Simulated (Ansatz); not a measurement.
Frontier orbitals of CH$_{3}$GaOS (`[OH][Ga]1[CH2][S]1`).

The species carries charge 0 and has multiplicity 1. Correlated methods include outer-core shells of Ga, which these sets cover unevenly. Scalar relativity is left out up to krypton. Geometry: relaxed with PBE0-D4/def2-TZVP. It is one conformer, not always the lowest. Basis def2-TZVPP, Ansatz 0.2.0.

Orbital energies of one run (eV). Highest occupied ones, from the top: -6.79, -6.84, -9.08, -9.83, -10.67, -11.91, -12.15, -14.40, -16.84, -20.97, -23.79, -23.93, -23.93, -23.98. Empty: -1.39, -0.65, 0.68, 1.03, 1.67, 2.60.

(1) Which functional gave them?
A. PBE0
B. CAM-B3LYP
C. revPBE
D. r2SCANh

Results:

(1) A. HOMO energies: PBE0 -6.79, r2SCANh -6.32, CAM-B3LYP -8.06, revPBE -5.62 eV.
